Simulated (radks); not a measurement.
The numbers below are computed, except where a source is named.
Sr IX, configuration [Ar] 3d10 4s1.5 4f0.5 (fractional occupations, a model configuration).

Level of theory: scalar-relativistic Kohn-Sham, PW91, spin-unpolarised, spherical densities, point nucleus (a radial shooting solver on a logarithmic mesh with Libxc functionals).

Energy parts (eV):
| part | energy |
|---|---|
| total | -85990.236 |
| kinetic | 88197.253 |
| electron-nucleus | -203062.045 |
| Hartree | 31636.420 |
| exchange-correlation | -2761.864 |

Orbitals (lengths in bohr, moments of r in powers of bohr):
| orbital | occ. | eigenvalue (eV) | <r> | <r^2> | <1/r> |
|---|---|---|---|---|---|
| 1s | 2 | -16079.47 | 0.03916 | 0.002067 | 39.00 |
| 2s | 2 | -2293.955 | 0.1724 | 0.03504 | 8.707 |
| 2p | 6 | -2054.162 | 0.1503 | 0.02762 | 8.502 |
| 3s | 2 | -465.3749 | 0.4898 | 0.2751 | 2.931 |
| 3p | 6 | -387.7219 | 0.4950 | 0.2855 | 2.780 |
| 3d | 10 | -259.3888 | 0.4892 | 0.2896 | 2.539 |
| 4s | 1.5 | -152.7390 | 1.194 | 1.600 | 1.143 |
| 4f | 0.5 | -66.2250 | 1.811 | 3.716 | 0.6387 |

The highest occupied level is 4f at -66.225 eV. Summed over all electrons, <r^2> = 9.656 bohr^2, which gives a Langevin (diamagnetic) susceptibility term of -7.65 x 10^-6 cm^3/mol.
